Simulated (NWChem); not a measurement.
C3H4ClF; SMILES C/C(Cl)=C\F

```xyz
9

C     -1.6283    -0.1751     0.0000
C     -0.1539     0.0197     0.0000
Cl     0.4112     1.6616     0.0000
C      0.7597    -0.9534     0.0000
F      0.4024    -2.2358     0.0000
H     -2.0820     0.2924     0.8879
H     -1.8671    -1.2469     0.0000
H     -2.0820     0.2924    -0.8879
H      1.8397    -0.7905     0.0000
```
Atoms are numbered in this order, from 1.

Program: NWChem. Structure relaxed at the PBE0/def2-SVP level. Level: PBE/def2-SVP with SMD (1 M gas to 1 M solution), gas-phase geometry.

For solvent n-hexane:

```yaml
solvation free energy (kcal/mol): -2.4
cavity-dispersion-structure term (kcal/mol): -1.4
```

Q: How do the values read with solvent water instead?

A: 
| Property | Result |
|---|---|
| solvation free energy (kcal/mol) | 1.3 |
| cavity-dispersion-structure term (kcal/mol) | 3.6 |
